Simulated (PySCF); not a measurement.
PySCF 2.14 calculation with geometry from GFN2-xTB and shielding tensors at PBE0/pcSseg-1 (GIAO); gas phase, one averaged value for each set of equivalent atoms, single conformer, relativity neglected.

δ = σ(ref) − σ, references computed at the same level: ¹H (31.72 ppm), ¹³C (186.93 ppm) vs TMS. Shifts are as computed. Against solution values, carbons near 30 ppm lie about +3 ppm off and those near 130 ppm about +5 ppm; carbons on Cl a further +6 ppm. Of 1211 compounds with measured shifts, 218 miss one by over three times the rms of a fit or turn the order of signals round; such compounds aren't used in these exercises. Carbons bonded to Cl come out too deshielded.

Problem. Order these molecules by the shift of their most deshielded carbon-bound hydrogen, lowest δ first.
A. C[SiH]1[SiH2][SiH2]O[SiH2][SiH2]1
B. C#C[SiH2]/C=C\[SiH2]P
C. O=C(Cl)CC(F)(F)F
D. C#C[SiH2][Si@@H](P)C=C
E. COCP(CC#N)COC

Solution. A (0.49 ppm, hydrogen on a methyl carbon bonded to Si), C (3.39 ppm, hydrogen on an sp3 CH2 α to a carbonyl), E (3.82 ppm, hydrogen on an sp3 CH2 bonded to O and P), D (6.48 ppm, hydrogen on a terminal =CH2 carbon), B (7.49 ppm, hydrogen on an alkene CH).

Problem. Order these molecules by the shift of their most shielded carbon, lowest δ first.
A. C#C[SiH2][Si@@H](P)C=C
B. COCP(CC#N)COC
C. O=C(Cl)CC(F)(F)F
D. C=CC#C[Si@H]([SiH3])P
E. C[SiH]1[SiH2][SiH2]O[SiH2][SiH2]1
F. C#C[SiH2]/C=C\[SiH2]P

Solution. E (-4.3 ppm, methyl carbon bonded to Si), B (10.2 ppm, sp3 CH2 bonded to P, α to a nitrile), C (55.2 ppm, sp3 CH2 α to a carbonyl), A (83.5 ppm, alkyne carbon), F (88.8 ppm, alkyne carbon), D (100.4 ppm, alkyne carbon).

Problem. How many ¹³C and ¹H signals does each give (equivalence by symmetry and fast rotation, but not about amide C–N or C=N bonds)? `COCP(CC#N)COC`, `O=C(Cl)CC(F)(F)F`, `C#C[SiH2][Si@@H](P)C=C`, `C=CC#C[Si@H]([SiH3])P`, `C#C[SiH2]/C=C\[SiH2]P`, `C[SiH]1[SiH2][SiH2]O[SiH2][SiH2]1`

Solution. COCP(CC#N)COC: 4 C, 3 H; O=C(Cl)CC(F)(F)F: 3 C, 1 H; C#C[SiH2][Si@@H](P)C=C: 4 C, 8 H; C=CC#C[Si@H]([SiH3])P: 4 C, 6 H; C#C[SiH2]/C=C\[SiH2]P: 4 C, 6 H; C[SiH]1[SiH2][SiH2]O[SiH2][SiH2]1: 1 C, 6 H.
